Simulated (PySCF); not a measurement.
**Potential energy of SiBr⁺ along the bond**

Set-up: Si def2-TZVPPD, Br def2-TZVPPD; no relativity (PySCF 2.14). Energies in eV from Si⁺ + Br in their ground configurations at the same level. State: ¹Σ⁺ (singlet), closed shell.

Curves on a restricted Hartree–Fock reference rise too fast on stretching and do not dissociate correctly.

```csv
R (Å),RHF,RHF-CCSD(T)
1.818,-1.772,
1.903,-2.585,-3.966
1.987,-3.022,-4.415
2.051,-3.169,-4.572
2.114,-3.201,-4.616
2.177,-3.145,-4.573
2.262,-2.969,-4.416
2.368,-2.638,-4.112
2.494,-2.146,-3.658
2.664,-1.421,
```

**Question.** Put a parabola through the three lowest points of the RHF curve and estimate Re, k and ωe (reduced mass 20.65 u; 1 eV/Å² = 0.16022 mdyn/Å; ωe = 1302.8·√(k/μ) cm⁻¹).

**Answer.** Through R = 2.051, 2.114, 2.177 Å the second-order coefficient is 11.1 eV/Å², so Re ≈ 2.105 Å, k ≈ 3.55 mdyn/Å and ωe ≈ 540 cm⁻¹. A polynomial fit of higher order to the unrounded RHF energies gives Re = 2.103 Å, k = 3.67 mdyn/Å, ωe = 549 cm⁻¹; anharmonicity and rounding make the difference.

The higher-order fit for each curve: RHF: Re = 2.103 Å, ωe = 549 cm⁻¹, De = 3.20 eV; RHF-CCSD(T): Re = 2.111 Å, ωe = 536 cm⁻¹, De = 4.62 eV.

Correlated steps freeze 14 core orbitals. For an ion De counts to the pair picked by the measured ionisation energies or electron affinities, which need not be the lowest pair at this level. Where the molecule has an RHF reference, its open-shell atoms are computed with UHF.
